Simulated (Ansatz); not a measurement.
Program: Ansatz. Geometries: PBE0-D4/def2-TZVP. ΔE: electronic, gas phase. CCSD(T)/CBS is the MP2 limit (def2-TZVPP, def2-QZVPP) plus CCSD(T) − MP2 in def2-TZVPP, frozen cores. This one scheme is used for every species. DFT in def2-TZVPP. For Ga, Se outer-core shells are correlated without core-valence functions, which leaves a few kJ/mol of doubt a bond. Scalar relativity is left out up to krypton. One conformer a species, not always the lowest.

Reaction (formal exchange of groups at the Se–Si bond): `Cl[Si](Cl)(Cl)[SeH]` + `[F][GaH2]` → `[F][GaH][SeH]` + `Cl[SiH](Cl)Cl`

**Question.** Is it downhill or uphill in electronic energy at CCSD(T)/CBS, and by how much? (An estimate is asked.)

**Answer.** Ansatz gave: Downhill: ΔE = -0.54 eV.

**Question.** What do these levels give: LDA (SPW92), revPBE-D4, r2SCAN-D4, BLYP, r2SCAN, BHLYP, CCSD/def2-SVP, CCSD(T)/def2-SVP, CCSD/def2-TZVPP, CCSD(T)/def2-TZVPP, MP2/def2-QZVPP, CCSD/CBS(def2)? (An estimate is asked.)

**Answer.** The calculation gave: LDA (SPW92) -0.48, revPBE-D4 -0.42, r2SCAN-D4 -0.54, BLYP -0.62, r2SCAN -0.55, BHLYP -0.64, CCSD/def2-SVP -0.63, CCSD(T)/def2-SVP -0.62, CCSD/def2-TZVPP -0.60, CCSD(T)/def2-TZVPP -0.58, MP2/def2-QZVPP -0.50, CCSD/CBS(def2) -0.56 eV.

Largest T1 diagnostic among the species: 0.014.

Leaving LDA and LC-ωPBE aside and taking each functional with its dispersion term where it has one, the values, not all of them listed here, spread over 0.17 eV, from B2PLYP to revPBE-D4. LDA lies +0.06 eV from PBE without D4. In def2-TZVPP, CCSD(T) changes the Hartree–Fock value by +0.14 eV (the triples alone add +0.02 eV) and MP2 by +0.19 eV.
